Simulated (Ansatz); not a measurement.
`[OH][Ge]([F])([F])[Cl]` → F₂ + `[OH][Ge][Cl]` at 400 K and 1 bar (germylene formation by 1,1-elimination).

Program: Ansatz. Geometries: PBE0-D4/def2-TZVP. ΔE: electronic, gas phase. CBS: MP2 limit from def2 TZ/QZ plus the TZ coupled-cluster correction, frozen cores. This one scheme is used for every species. For Ge outer-core shells are correlated without core-valence functions, which leaves a few kJ/mol of doubt a bond. Scalar relativity is left out up to krypton. One conformer a species, not always the lowest.

| species | CCSD(T)/CBS energy (Eh) | H − E (kJ/mol) | S (J/(mol·K)) |
| --- | --- | --- | --- |
| `[OH][Ge]([F])([F])[Cl]` | -2811.39975 | 82.9 | 379.3 |
| F₂ | -199.39789 | 18.5 | 211.0 |
| `[OH][Ge][Cl]` | -2611.73425 | 58.2 | 310.7 |

H − E and S are ideal-gas, rigid-rotor, harmonic terms from PBE0-D4/def2-TZVP, for one conformer and one mirror image of each species. 1 Eh = 2625.50 kJ/mol, R = 8.31446 J/(mol·K).

**Question.** By hand: ΔE, ΔH, ΔS and ΔG.

**Answer.** ΔE = (-199.39789) + (-2611.73425) − (-2811.39975) = 0.26761 Eh = 702.6 kJ/mol. Δ(H − E) = 18.5 + 58.2 − 82.9 = -6.2, so ΔH = 696.4 kJ/mol. ΔS = 211.0 + 310.7 − 379.3 = 142.4 J/(mol·K). ΔG = 696.4 − 400 × (142.4)/1000 = 639.4 kJ/mol.

**Question.** By hand: the equilibrium constant, and the temperature at which ΔG would vanish if ΔH and ΔS stayed fixed.

**Answer.** log₁₀ K = −ΔG/(RT ln 10) = -83.5. ΔG = 0 at ΔH/ΔS = 4890 K, far beyond where these terms or the molecules hold.

The number of gas molecules changes by +1, which sets the sign of ΔS. A doubt of 5 kJ/mol in ΔE shifts log₁₀ K by 0.7 here. Other conformers and mirror images would add mixing entropy, several J/(mol·K) or more a flexible species. These are equilibria of isolated gas molecules and say nothing of rates. Largest T1 diagnostic: 0.014 (customary marks: 0.02 for closed shells, 0.045 for open ones).
